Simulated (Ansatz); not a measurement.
H₅NSn, SMILES `[NH2][SnH3]`. The species carries charge 0 and has multiplicity 1. Sn: def2 effective core potential.

```tsv
atom	x (Å)	y (Å)	z (Å)
N1	-1.216	0.392	-0.137
Sn2	0.738	-0.071	0.175
H3	-1.450	0.475	-1.118
H4	-1.851	-0.286	0.266
H5	1.636	1.190	-0.539
H6	0.941	-0.125	1.866
H7	1.202	-1.574	-0.513
```

(1) What are the harmonic wavenumbers in cm⁻¹ at PBE0-D4/def2-TZVP (Ansatz, finite differences of forces, unscaled)? (An estimate is asked.)

(2) Is this a minimum?

(3) Give the ideal-gas thermochemistry at 298.15 K and 1 bar (rigid rotor, harmonic oscillator; point group Cs, symmetry number 1).

Answers

(1) The calculation gave: 124, 467, 472, 559, 640, 704, 722, 722, 875, 1571, 1905, 1959, 1962, 3539, 3633.

(2) Yes, all 15 modes are real.

(3) Zero-point energy 118.8 kJ/mol; H(298) − E = 133.6 kJ/mol; entropy 290.3 J/(mol·K), of which translation 170.3, rotation 93.0, vibration 27.0; G(298) − E = 47.1 kJ/mol.
